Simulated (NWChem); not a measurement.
Molecule: C$_{5}$H$_{3}$N; SMILES C(/C=C/C#C)#N

Program: NWChem. Medium grid unless said otherwise, to which SCAN and Minnesota functionals are sensitive. Coordinates come from a PBE-D3(BJ)/def2-SVP optimisation. Total energies of different functionals are on different scales.

```
level                                                               energy (Ha)  highest occupied level (eV)  orbital gap (eV)  dipole (D)
------------------------------------------------------------------  -----------  ---------------------------  ----------------  ----------
B3LYP/def2-SVP                                                        -246.7960                        -7.38              4.78        4.02
PBE/def2-SVP                                                          -246.4880                        -6.60              3.32        3.92
OLYP/def2-SVP                                                         -246.7258                          ___              3.35        3.92
r2SCAN0/def2-SVP                                                      -246.6021                        -7.84              5.34        4.20
RPBE/def2-SVP                                                         -246.8263                        -6.53              3.34        3.89
LC-BLYP (range parameter 0.33 per bohr)/def2-SVP                      -246.1285                        -9.72              9.29        3.91
CAM-B3LYP/def2-SVP                                                    -246.6522                        -8.80              7.46        4.02
revPBE/def2-SVP                                                       -246.7398                        -6.54              3.34        3.91
PW91/def2-SVP                                                         -246.6993                        -6.63              3.32        3.93
LC-wPBE (HJS exchange hole, range parameter 0.4 per bohr)/def2-SVP    -246.5719                       -10.19              9.81        4.01
```

Task: What belongs in the gaps?

Result: 
- OLYP/def2-SVP, highest occupied level (eV): -6.44
